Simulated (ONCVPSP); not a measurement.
**Before and after: ONCV potential for Dy (Z = 66)**

```
Element                 : dysprosium
Generator               : ONCVPSP 4.0.1
Type                    : optimised norm-conserving Vanderbilt (ONCV)
Functional              : Wu-Cohen
Relativity              : scalar-relativistic
Frozen core             : [Kr] 4d10 4f9
Valence charge          : 11
Reference configuration : 5s2 5p6 5d1.5 6s1.5
Partial waves           : 5s+6s: rc 2.30 bohr, ncon 3, nbas 7, qcut 5.1 1/bohr, 3 projectors, debl 1.5 Ha; 5p: rc 1.65 bohr, ncon 4, nbas 7, qcut 5.3 1/bohr, 2 projectors, debl 3.7 Ha; 5d: rc 2.30 bohr, ncon 4, nbas 8, qcut 4.5 1/bohr, 2 projectors, debl 3 Ha
Local potential         : polynomial inside 1.10 bohr (lpopt 5, dvloc0 2 Ha)
Core correction         : Teter function, fcfact 4.75, rcfact 1.45
```

All-electron outer shells of the reference configuration (Wu-Cohen, scalar-relativistic, ld1.x):

```json
{"shell": "5s", "level (eV)": "-52.09", "outermost node (bohr)": "0.63", "outermost maximum (bohr)": "1.14"}
{"shell": "5p", "level (eV)": "-27.82", "outermost node (bohr)": "0.67", "outermost maximum (bohr)": "1.30"}
{"shell": "4f", "level (eV)": "-8.47", "outermost node (bohr)": "–", "outermost maximum (bohr)": "0.53"}
{"shell": "6s", "level (eV)": "-4.07", "outermost node (bohr)": "1.55", "outermost maximum (bohr)": "3.31"}
{"shell": "5d", "level (eV)": "-1.94", "outermost node (bohr)": "0.76", "outermost maximum (bohr)": "1.96"}
```

Change: p: ncon 5, nbas 8.

Cutoffs: the cutoffs (Ha) at which the residual kinetic energy of the hardest occupied pseudo-wave falls to 1 and 0.1 mHa per electron; they do not see the model core or the augmentation charge, which bear on the density cutoff. Errors are all-electron minus pseudo energies relative to the spin-unpolarised reference configuration.

Problem. How do hardness, ghosts and transferability respond?

Solution. The potential gets harder (26 Ha and 52 Ha → 54 Ha and 69 Ha); the errors of the 3 common tests hardly move; neither file shows a bound ghost.

```tsv
quantity	base	changed
cutoff, loose	26 Ha	54 Ha
cutoff, tight	52 Ha	69 Ha
loose cutoff by channel	s 6.9 Ha, p 26 Ha, d 8.3 Ha	s 6.9 Ha, p 54 Ha, d 8.3 Ha
bound ghosts	none	none
GHOST(+) flags under 300 eV	s at 59.1 eV, p at 205.3 eV	s at 59.1 eV, p at 247.7 eV
tests counted as reliable (solved cleanly; for ONCVPSP, near-neutral configurations with less than one 5d electron left out)	3 of 4	3 of 4
error for 5s2 5p6 5d1 6s2, meV [ΔE -1.02 eV]	-0.8	-0.8
error for 5s2 5p6 5d1 6s1, meV [ΔE 5.85 eV]	-5.0	-5.0
error for 5s2 5p6 5d1 6s0, meV [ΔE 18.16 eV]	-0.2	-0.4
s: phases at 2.34 bohr within 0.05 rad from the reference energy up to (Ha; the scan ends near 5)	to the end of the scan	to the end of the scan
p: phases at 1.67 bohr within 0.05 rad from the reference energy up to (Ha; the scan ends near 5)	4.7	4.9
d: phases at 2.34 bohr within 0.05 rad from the reference energy up to (Ha; the scan ends near 5)	to the end of the scan	to the end of the scan
rms error of d²Exc/dni dnj with the model core, mHa	0.89	0.93
```

Base: Tests not counted: 5s2 5p6 5d0 6s2 (all-electron energy unsafe for a near-neutral lanthanide with less than one 5d electron, printed error -32 meV). Changed file: Tests not counted: 5s2 5p6 5d0 6s2 (all-electron energy unsafe for a near-neutral lanthanide with less than one 5d electron, printed error -32 meV).
